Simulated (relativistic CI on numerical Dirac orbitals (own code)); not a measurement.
**d5 in a ligand field**

Computed with a parametric ligand-field model of a d^n configuration (Racah B and C, spin-orbit zeta, crystal field), exact diagonalisation.

Field parameters in Wybourne normalisation: Oh B⁴₀ = 21Dq, B⁴₄ = √(5/14) B⁴₀; Td as Oh with Dq negative (B⁴₀ = 21Dq, B⁴₄ = √(5/14) B⁴₀). The field is a parameter set, without covalency.

(1) Lowest levels for B = 770, C = 3680, ζ = 60 cm⁻¹, Oh, 10Dq = 36900 cm⁻¹?

(2) Lowest levels for B = 860, C = 4130, ζ = 890 cm⁻¹, Td, 10Dq = -6550 cm⁻¹?

(3) Lowest levels for B = 980, C = 4820, ζ = 280 cm⁻¹, Oh, 10Dq = 26500 cm⁻¹?

(4) Lowest levels for B = 420, C = 1800, ζ = 3950 cm⁻¹, Oh, 10Dq = 29750 cm⁻¹?

(5) Lowest levels for B = 600, C = 2610, ζ = 720 cm⁻¹, Oh, 10Dq = 8950 cm⁻¹?

## Answers

(1) Γ7 0 (S 0.50), Γ8 102 (S 0.50), Γ8 19827 (S 1.50), Γ7 19828 (S 1.50), Γ8 19848 (S 1.50), Γ6 19860 (S 1.50), Γ6 25621 (S 1.50), Γ8 25621 (S 1.50), Γ8 25638 (S 1.50) cm⁻¹, with S from ⟨S²⟩ = S(S + 1). The ground level has 0.04 electrons in the cubic e pair.

(2) Γ7+Γ8 0 (S 2.50), Γ8 25172 (S 1.49), Γ6 25175 (S 1.50), Γ7 25276 (S 1.49), Γ8 25328 (S 1.50), Γ6 27969 (S 1.50), Γ8 27996 (S 1.50), Γ8 28162 (S 1.49), Γ7 28309 (S 1.49) cm⁻¹, with S from ⟨S²⟩ = S(S + 1). The ground level has 2.00 electrons in the cubic e pair.

(3) Γ7+Γ8 0 (S 2.50), Γ7 6109 (S 0.51), Γ8 6609 (S 0.51), Γ8 11421 (S 1.50), Γ7 11449 (S 1.50), Γ8 11482 (S 1.50), Γ6 11528 (S 1.50), Γ6 18234 (S 1.50), Γ8 18237 (S 1.50) cm⁻¹, with S from ⟨S²⟩ = S(S + 1). The ground level has 2.00 electrons in the cubic e pair.

(4) Γ7 0 (S 0.61), Γ8 7382 (S 0.59), Γ8 22680 (S 1.45), Γ7 25831 (S 1.54), Γ8 26745 (S 1.47), Γ6 27896 (S 1.46), Γ6 29912 (S 1.43), Γ8 29951 (S 1.17), Γ7 30044 (S 1.19) cm⁻¹, with S from ⟨S²⟩ = S(S + 1). The ground level has 0.14 electrons in the cubic e pair; its S is far from a half-integer, so spin-orbit coupling mixes spin states.

(5) Γ7 0 (S 2.49), Γ8 0 (S 2.49), Γ7 11459 (S 1.34), Γ8 11882 (S 1.47), Γ8 12118 (S 1.49), Γ6 12295 (S 1.50), Γ7 14232 (S 0.88), Γ8 14769 (S 0.96), Γ7 15630 (S 1.42) cm⁻¹, with S from ⟨S²⟩ = S(S + 1). The ground level has 1.99 electrons in the cubic e pair.
